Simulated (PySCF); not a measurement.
IrN(OH) at several levels of theory

All levels use the PBE0 minimum (quartet; Ir–N 1.692 Å, Ir–O 1.912 Å, O–H 0.963 Å; H–O–Ir 114.8°, N–Ir–O 128.2°), basis [Ir def2-TZVP with ECP60, N def2-TZVP, O def2-TZVP, H def2-TZVP], scalar-relativistic core potentials, density fitting, no spin–orbit coupling, PySCF. For vertical energies the ionised species is a triplet (spins chosen at PBE0 and kept). Atomisation goes to high-spin ground-configuration atoms, without zero-point energy. Open shells are unrestricted, also as the reference of the correlated levels. A dash marks a value that was not computed or is not defined at that level.

| level | atomisation (kJ/mol) | vertical IP (eV) | −ε(HOMO) (eV) | dipole (D) |
| --- | --- | --- | --- | --- |
| PBE0 | 1140 | 8.83 | 6.45 | 2.22 |
| HF | 399 | 8.32 | 10.31 | 2.27 |
| MP2 | 1109 | 9.82 | – | – |
| PBE | 1289 | 8.47 | 4.85 | 2.23 |
| r2SCAN | 1195 | 8.70 | 5.27 | 2.25 |
| B3LYP | 1136 | 8.80 | 6.16 | 2.21 |
| TPSSh | 1164 | 8.61 | 5.58 | 2.24 |

Spin contamination in at least one species weakens the values at: HF, MP2.

Open d and f shells are described by one determinant, and the ground state may have another occupation or spin. No spin–orbit coupling is included, which matters more the heavier the element.
